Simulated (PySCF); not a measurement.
# Correlation energy of Kr⁺ (krypton, charge +1)

[Ar] 3d10 4s2 4p5, 2P determinant. Calculation: PySCF 2.14, in aug-cc-pVQZ-PP with ECP10MDF (7s6p5d3f2g, 89 functions); scalar relativity through the core potential. Frozen: 3s2 3p6 3d10; 7 electrons correlated.

```json
{"level": "CCSD", "correlation energy (mhartree)": "-175.69"}
{"level": "(T)", "correlation energy (mhartree)": "-5.20"}
{"level": "CCSD(T)", "correlation energy (mhartree)": "-180.89"}
```

Diagnostics: T1 = 0.0058, D1 = 0.0189, largest double amplitude 0.034.

Task: Is a single reference adequate?

Result: Yes, within this model without spin-orbit coupling: T1 lies below 0.03 and no double amplitude reaches 0.07.
